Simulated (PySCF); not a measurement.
Geometries of 2 isomers of C2H5BO2, from PBE0-D3(BJ)/def2-SVP geometry optimisation, gas phase (PySCF 2.14.0). One conformer each, no zero-point energy, no frequencies.

Task: Which is lower in electronic energy at this level?
A.
```xyz
10
angstrom
C      1.765   -0.254    0.268
C      0.553   -0.781    0.056
B     -0.718    0.090   -0.195
O     -0.588    1.450   -0.222
O     -1.905   -0.562   -0.374
H      1.911    0.832    0.274
H      2.654   -0.870    0.444
H      0.445   -1.872    0.058
H     -1.401    1.940   -0.367
H     -2.665    0.005   -0.532
```
B.
```xyz
10
angstrom
B     -0.017    1.473   -0.209
O      1.113    0.728   -0.340
C      0.781   -0.628   -0.083
C     -0.728   -0.615    0.244
O     -1.117    0.744    0.120
H     -0.040    2.662   -0.368
H      1.392   -1.002    0.754
H      1.017   -1.236   -0.971
H     -1.318   -1.230   -0.454
H     -0.942   -0.964    1.266
```

Result: A. That is `C=CB(O)O`, 4.8 kcal/mol below the other.

```
  SMILES            atoms numbered as above      E (Eh)  relative (kcal/mol)  relative (kJ/mol)  dipole (D)
C=CB(O)O  [CH2:1]=[CH:2][B:3]([OH:4])[OH:5]  -254.13204                  0.0                0.0        2.50
 B1OCCO1   [BH:1]1[O:2][CH2:3][CH2:4][O:5]1  -254.12434                  4.8               20.2        2.43
```

As drawn, the lower has an O–H bond and a C=C bond outside aromatic rings, which the higher lacks.
